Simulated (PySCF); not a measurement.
Job for PySCF: R-MP2/6-31G* on CH4S (SMILES CS).

```python
from pyscf import gto, scf, dft, mp
from pyscf.data.elements import chemcore

mol = gto.M(
    atom='''
    C    -0.26576626   -1.21370703    3.68027250
    S    -0.31561008    0.57880717    4.01148720
    H     0.14229970   -1.75577546    4.53013622
    H    -1.29934160   -1.52080369    3.52988093
    H     0.30142552   -1.42658005    2.77662312
    H     1.00394305    0.75245460    4.19220349
    ''',
    basis='6-31g*',
    cart=True,
    charge=0, spin=0, verbose=3, max_memory=1800)
mf = scf.RHF(mol)
mf.conv_tol = 1e-8
mf.max_cycle = 100
mf.kernel()
if not mf.converged:
    mf = mf.newton().run(mf.mo_coeff, mf.mo_occ)
pt = mp.MP2(mf, frozen=chemcore(mol)).run()
```

Output:

```
converged SCF energy = -437.70000451906
E(RMP2) = -437.952589022124  E_corr = -0.252584503064396
E(SCS-RMP2) = -437.954167613333  E_corr = -0.2541630942729
```

The run converged.

Cost: roughly 0.15 core-seconds.
